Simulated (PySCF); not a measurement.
C10H12O.
Bonds: C1–C2, C2–C3, C3–C4 (aromatic), C4–C5 (aromatic), C5–C6, C5–C7 (aromatic), C7–C8 (aromatic), C8–C9 (aromatic), C9–C10, C10–O11 (double), C3–C9 (aromatic). Hydrogens: H12, H13, H14 on C1; H15, H16 on C2; H17 on C4; H18, H19, H20 on C6; H21 on C7; H22 on C8; H23 on C10.

The same species was optimised twice, with GFN2-xTB and with PBE0-D3(BJ)/def2-SVP (PySCF), and the same property calculations (PySCF, gas phase) were run on both structures.

```json
{"coordinate": "C9–C10 (Å)", "GFN2-xTB": "1.463", "PBE0-D3(BJ)/def2-SVP": "1.476", "change": "+0.013"}
{"coordinate": "C4–C5 (Å)", "GFN2-xTB": "1.388", "PBE0-D3(BJ)/def2-SVP": "1.401", "change": "+0.013"}
{"coordinate": "C7–C8 (Å)", "GFN2-xTB": "1.377", "PBE0-D3(BJ)/def2-SVP": "1.388", "change": "+0.011"}
{"coordinate": "C3–C9 (Å)", "GFN2-xTB": "1.407", "PBE0-D3(BJ)/def2-SVP": "1.416", "change": "+0.009"}
{"coordinate": "C3–C4 (Å)", "GFN2-xTB": "1.388", "PBE0-D3(BJ)/def2-SVP": "1.395", "change": "+0.007"}
{"coordinate": "C5–C7 (Å)", "GFN2-xTB": "1.392", "PBE0-D3(BJ)/def2-SVP": "1.399", "change": "+0.007"}
{"coordinate": "C2–C3 (Å)", "GFN2-xTB": "1.499", "PBE0-D3(BJ)/def2-SVP": "1.505", "change": "+0.006"}
{"coordinate": "C1–C2 (Å)", "GFN2-xTB": "1.531", "PBE0-D3(BJ)/def2-SVP": "1.527", "change": "-0.004"}
{"coordinate": "C5–C6 (Å)", "GFN2-xTB": "1.496", "PBE0-D3(BJ)/def2-SVP": "1.499", "change": "+0.003"}
{"coordinate": "C8–C9 (Å)", "GFN2-xTB": "1.399", "PBE0-D3(BJ)/def2-SVP": "1.401", "change": "+0.002"}
{"coordinate": "C10=O11 (Å)", "GFN2-xTB": "1.207", "PBE0-D3(BJ)/def2-SVP": "1.208", "change": "+0.001"}
{"coordinate": "C1–C2–C3 (°)", "GFN2-xTB": "110.6", "PBE0-D3(BJ)/def2-SVP": "112.6", "change": "+2.0"}
{"coordinate": "C8–C9–C10 (°)", "GFN2-xTB": "117.2", "PBE0-D3(BJ)/def2-SVP": "116.2", "change": "-1.0"}
{"coordinate": "C9–C10–O11 (°)", "GFN2-xTB": "128.0", "PBE0-D3(BJ)/def2-SVP": "127.2", "change": "-0.8"}
{"coordinate": "C4–C3–C9 (°)", "GFN2-xTB": "118.4", "PBE0-D3(BJ)/def2-SVP": "117.7", "change": "-0.7"}
{"coordinate": "C2–C3–C9 (°)", "GFN2-xTB": "122.6", "PBE0-D3(BJ)/def2-SVP": "123.2", "change": "+0.6"}
{"coordinate": "C3–C4–C5 (°)", "GFN2-xTB": "122.5", "PBE0-D3(BJ)/def2-SVP": "123.1", "change": "+0.6"}
{"coordinate": "C3–C9–C8 (°)", "GFN2-xTB": "119.0", "PBE0-D3(BJ)/def2-SVP": "119.5", "change": "+0.5"}
{"coordinate": "C3–C9–C10 (°)", "GFN2-xTB": "123.8", "PBE0-D3(BJ)/def2-SVP": "124.2", "change": "+0.4"}
{"coordinate": "C1–C2–C3–C4 (°)", "GFN2-xTB": "96", "PBE0-D3(BJ)/def2-SVP": "97", "change": "+1"}
{"coordinate": "C8–C9–C10–O11 (°)", "GFN2-xTB": "-176", "PBE0-D3(BJ)/def2-SVP": "-177", "change": "-1"}
```

Rotational constants: A = 1916, B = 827.1, C = 610.4 MHz (GFN2-xTB) against A = 1887, B = 816.6, C = 600.6 MHz (PBE0-D3(BJ)/def2-SVP). Point groups within 0.08 Å: C1 and C1.

On the GFN2-xTB structure: HOMO (eV) -7.26 [PBE0/pcSseg-1]; LUMO (eV) -1.69 [PBE0/pcSseg-1]; dipole (D) 3.60 [PBE0/pcSseg-1]; GIAO shielding of C1 (ppm) 167.6 [PBE0/pcSseg-1]; GIAO shielding of C2 (ppm) 154.6 [PBE0/pcSseg-1]; GIAO shielding of C3 (ppm) 29.8 [PBE0/pcSseg-1]; GIAO shielding of C4 (ppm) 49.9 [PBE0/pcSseg-1]; GIAO shielding of C5 (ppm) 36.2 [PBE0/pcSseg-1]; GIAO shielding of C6 (ppm) 162.6 [PBE0/pcSseg-1]; GIAO shielding of C7 (ppm) 55.2 [PBE0/pcSseg-1]; GIAO shielding of C8 (ppm) 42.7 [PBE0/pcSseg-1].

Question: What do these properties become on the PBE0-D3(BJ)/def2-SVP structure?

Answer: 
```csv
property,level,on GFN2-xTB,on PBE0-D3(BJ)/def2-SVP,change
HOMO (eV),PBE0/pcSseg-1,-7.26,-7.27,-0.01
LUMO (eV),PBE0/pcSseg-1,-1.69,-1.70,-0.01
dipole (D),PBE0/pcSseg-1,3.60,3.55,-0.05
"energy, GFN2-xTB geometry as zero (kcal/mol)",PBE0/pcSseg-1,0.0,-0.6,-0.6
GIAO shielding of C1 (ppm),PBE0/pcSseg-1,167.6,166.5,-1.1
GIAO shielding of C2 (ppm),PBE0/pcSseg-1,154.6,153.0,-1.6
GIAO shielding of C3 (ppm),PBE0/pcSseg-1,29.8,29.4,-0.4
GIAO shielding of C4 (ppm),PBE0/pcSseg-1,49.9,46.8,-3.1
GIAO shielding of C5 (ppm),PBE0/pcSseg-1,36.2,34.7,-1.5
GIAO shielding of C6 (ppm),PBE0/pcSseg-1,162.6,160.9,-1.7
GIAO shielding of C7 (ppm),PBE0/pcSseg-1,55.2,52.5,-2.7
GIAO shielding of C8 (ppm),PBE0/pcSseg-1,42.7,40.7,-2.0
```

The heavy atoms differ by 0.026 Å rms after alignment. Among bonds between heavy atoms C4–C5 and C9–C10 change most and about equally (+0.013 Å). Changes are differences of the printed values. Neither structure is proved a minimum here.

The values belong to the conformer `[CH3:1][CH2:2][c:3]1[cH:4][c:5]([CH3:6])[cH:7][cH:8][c:9]1[CH:10]=[O:11]`: C1–C2–C3–C4 97°, C8–C9–C10–O11 -177°.
